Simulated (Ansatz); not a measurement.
F2H3InOSi (`[F][In]([F])[O][SiH3]`), relaxed with RKS PBE0-D4/def2-TZVP in the Gaussian-basis code of Ansatz from a GFN2-xTB geometry. The force threshold is 0.005 eV/Å; the program also tests the step.

Charge 0, multiplicity 1. In: def2 effective core potential.

Start:

```xyz
8

F    -1.506   -2.062    0.915
In   -1.748   -0.372   -0.087
F    -3.511    0.310   -0.662
O    -0.102    0.630   -0.485
Si    1.423    0.375    0.018
H     1.950   -0.923   -0.418
H     1.555    0.527    1.472
H     1.938    1.515   -0.754
```

By how much does the energy fall, and how many steps does the optimiser take? (An estimate is asked.)

Computed: 0.28 eV, in 12 steps, 1 of them rejected.

Which bonds change most? (Best estimate.)

Ansatz gave: In2–F3 from 1.976 to 1.921 Å; F1–In2 from 1.980 to 1.928 Å; In2–O4 from 1.968 to 1.942 Å; Si5–H6 from 1.467 to 1.489 Å.

Give the relaxed structure. (Estimate.)

The calculation gave: 
```xyz
8

F    -1.758   -2.060    0.953
In   -1.783   -0.413   -0.049
F    -3.492    0.177   -0.698
O    -0.165    0.604   -0.392
Si    1.431    0.451   -0.032
H     1.961   -0.855   -0.509
H     1.652    0.540    1.437
H     2.154    1.556   -0.710
```
